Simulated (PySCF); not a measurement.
C3H10OSi2.
SMILES: `O(C=C)[SiH2]C[SiH3]`

Torsions of this conformer, `[CH2:1]=[CH:2][O:3][SiH2:4][CH2:5][SiH3:6]`: C1–C2–O3–Si4 -179°, C2–O3–Si4–C5 180°, O3–Si4–C5–Si6 180°.

The closed-shell ground state was solved at several levels (PySCF, density fitting, gas phase, non-relativistic). The structure is a single PBE0-D3(BJ)/def2-SVP conformer in the gas phase; no vibrational or solvent corrections.

| level | basis functions | total energy (Eh) | HOMO (eV) | LUMO (eV) | gap (eV) | dipole (D) |
| --- | --- | --- | --- | --- | --- | --- |
| PBE0/pcSseg-1 | 166 | -774.0351 | -6.77 | 0.28 | 7.05 | 0.61 |
| KT3/pcSseg-2 | 370 | -782.2189 | -5.66 | -0.81 | 4.85 | 0.62 |

Task: Estimate the row for B3LYP/def2-SVPD, a basis of 211 functions; the other rows only guide the guess.

Result: Total energy -774.2908 Eh, HOMO -6.60 eV, LUMO -0.16 eV, gap 6.44 eV, dipole 0.55 D.

Task: Over all these levels, which gives the widest orbital gap and which the narrowest?

Result: PBE0/pcSseg-1 (global hybrid, 25 % exact exchange) has the widest, 7.05 eV, and KT3/pcSseg-2 (GGA) the narrowest, 4.85 eV. Functional and basis both differ between the two, so the spread mixes both effects.

Task: How far do the dipole and the HOMO energy spread over the levels?

Result: The dipole runs from 0.55 to 0.62 D (mean 0.59 D) and the HOMO from -6.77 to -5.66 eV.
